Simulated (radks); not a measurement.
The numbers below are computed, except where a source is named.
Species: O2+. Configuration: [He] 2s2 2p1 7f1 (not the ground configuration).

Code: a radial shooting solver on a logarithmic mesh with Libxc functionals. Model: Dirac Kohn-Sham, BLYP, spin-unpolarised, spherical densities, finite nucleus; open shells are shared between the two j in proportion to 2j + 1; Fermi nuclear charge, rms radius 2.6991 fm.

Energy parts (Ry):
| part | energy |
|---|---|
| total | -142.72474 |
| kinetic | 142.70359 |
| electron-nucleus | -315.97600 |
| Hartree | 44.09673 |
| exchange-correlation | -13.54906 |

Orbitals (lengths in bohr, moments of r in powers of bohr):
orbital      occ.  eigenvalue (Ry)     <r^4>    <r^2>  small-component weight
1s1/2           2        -43.05841  0.007472  0.05350                7.77e-04
2s1/2           2         -5.70437     2.253    1.131                1.17e-04
2p1/2    0.333333         -4.65251     2.212    1.040                1.06e-04
2p3/2    0.666667         -4.64784     2.220    1.042                1.06e-04
7f5/2    0.428571         -0.17434    303200    483.3                2.94e-06
7f7/2    0.571429         -0.17434    303200    483.2                2.94e-06

The highest occupied level is 7f7/2 at -2.372 eV. The electron density at the nucleus is 328.9 e/bohr^3. The density falls to 0.001 e/bohr^3 at r = 2.40 bohr. Summed over all electrons, <r^2> = 486.7 bohr^2, which gives a Langevin (diamagnetic) susceptibility term of -385 x 10^-6 cm^3/mol.
